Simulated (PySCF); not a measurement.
From a computed spectrum to the compound

A species of 9 atoms with charge 0 has these harmonic modes (BP86, small Gaussian bases with core potentials, PySCF 2.14.0):

```json
{"cm⁻¹": "71", "km/mol": "5.0", "symmetry": ""}
{"cm⁻¹": "79", "km/mol": "41.0", "symmetry": ""}
{"cm⁻¹": "114", "km/mol": "4.7", "symmetry": ""}
{"cm⁻¹": "118", "km/mol": "3.8", "symmetry": ""}
{"cm⁻¹": "125", "km/mol": "17.4", "symmetry": ""}
{"cm⁻¹": "132", "km/mol": "2.4", "symmetry": ""}
{"cm⁻¹": "165", "km/mol": "56.0", "symmetry": ""}
{"cm⁻¹": "171", "km/mol": "57.0", "symmetry": ""}
{"cm⁻¹": "218", "km/mol": "188.4", "symmetry": ""}
{"cm⁻¹": "490", "km/mol": "0.1", "symmetry": ""}
{"cm⁻¹": "517", "km/mol": "59.1", "symmetry": ""}
{"cm⁻¹": "520", "km/mol": "53.4", "symmetry": ""}
{"cm⁻¹": "520", "km/mol": "54.0", "symmetry": ""}
{"cm⁻¹": "867", "km/mol": "0.8", "symmetry": ""}
{"cm⁻¹": "887", "km/mol": "60.8", "symmetry": ""}
{"cm⁻¹": "893", "km/mol": "104.7", "symmetry": ""}
{"cm⁻¹": "895", "km/mol": "102.2", "symmetry": ""}
{"cm⁻¹": "3642", "km/mol": "72.5", "symmetry": ""}
{"cm⁻¹": "3645", "km/mol": "89.5", "symmetry": ""}
{"cm⁻¹": "3647", "km/mol": "46.4", "symmetry": ""}
{"cm⁻¹": "3652", "km/mol": "39.9", "symmetry": ""}
```

(1) Which species is it, and in which structure?

## Answers

(1) Pb(OH)4 (singlet):
```xyz
9

Pb    0.0013   -0.0006    0.0009
O    -0.0009   -1.5332    1.4699
H    -0.5170   -1.1649    2.2201
O     0.2356   -0.9821   -1.8658
H    -0.1701   -1.8689   -1.7449
O     1.5514    1.4455    0.0870
H     2.2953    1.0611   -0.4266
O    -1.8022    1.0781    0.2983
H    -1.6292    1.9718   -0.0699
```
Ideal gas at 298.15 K and 1 bar: S = 421.0 J/(mol K), Cp = 134.5 J/(mol K), H − H(0 K) = 28.8 kJ/mol (rigid rotor, harmonic modes, spin degeneracy alone). 
 The answer isn't unique; the calculation gave this one.
